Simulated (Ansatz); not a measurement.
`O[SiH](F)CCl` → `CCl` + `O[Si]F`  (silylene formation by 1,1-elimination)

Gas-phase electronic energies from Ansatz, PBE0-D4/def2-TZVP geometries. CCSD(T)/CBS adds triple-zeta CCSD(T) − MP2 to the extrapolated MP2 energy (def2 sets, frozen cores). This one scheme is used for every species. DFT in def2-TZVPP. Each species was taken in one conformer, which may not be the lowest.

(1) Is it downhill or uphill in electronic energy at CCSD(T)/CBS, and by how much? (Estimate.)

(2) What do these levels give: r2SCANh-D4, ωB97M-V, PBE-QIDH, CAM-B3LYP, MP2/def2-QZVPP, CCSD/CBS(def2)? (An estimate is asked.)

Largest T1 diagnostic among the species: 0.015.

Answers

(1) The calculation gave: Uphill: ΔE = +138.2 kJ/mol.

(2) Ansatz gave: r2SCANh-D4 153.2, ωB97M-V 126.5, PBE-QIDH 151.0, CAM-B3LYP 124.5, MP2/def2-QZVPP 148.5, CCSD/CBS(def2) 137.0 kJ/mol.

The D4 term adds +15.8 kJ/mol with B3LYP and +8.5 kJ/mol with PBE0; it sums over pairs of atoms, weighted by their polarisabilities, and B3LYP, whose exchange is more repulsive, gets the larger term. In def2-TZVPP, CCSD(T) changes the Hartree–Fock value by +3.4 kJ/mol (the triples alone add +1.2 kJ/mol) and MP2 by +15.9 kJ/mol.

B3LYP here is the variant with VWN-RPA as its local correlation; programs differ in this.
